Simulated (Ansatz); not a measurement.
Diatomic As2+, multiplicity 2 (lowest of 2S+1 = 2, 4 at CCSD(T)/def2-TZVPP on PBE0 minima; our sources give no spin for the ground state, which may be another). No spin–orbit coupling. As is treated without relativity. The T1 diagnostic near the minimum is 0.052, so single-reference values are doubtful.

Seven points along R, fitted to fifth degree in 1/R; most abundant isotopes. Runs in def2 and cc sets follow the lowest solution found near the PBE0 minimum.

Programs: Ansatz (a first-principles code) with Gaussian orbitals. 

Energies at B3LYP/def2-TZVPP:

```tsv
R (Å)	E (hartree)
2.032585	-4471.47947928
2.087224	-4471.48779231
2.137493	-4471.49216868
2.194317	-4471.49406529
2.251142	-4471.49336785
2.316710	-4471.49004993
2.393205	-4471.48363773
```

Q: With a reduced mass of 37.4608 u, find the minimum, the force constant and the constants.

A: A fifth-degree polynomial in 1/R puts the minimum at r_e = 2.2055 Å with force constant 333 N/m. Then ω_e = (1/2πc)√(k/μ) = 389 cm⁻¹ and B_e = h/(8π²cμr_e²) = 0.09251 cm⁻¹; the cubic and quartic terms give α_e = 0.00027 and ω_e x_e = 0.79 cm⁻¹.
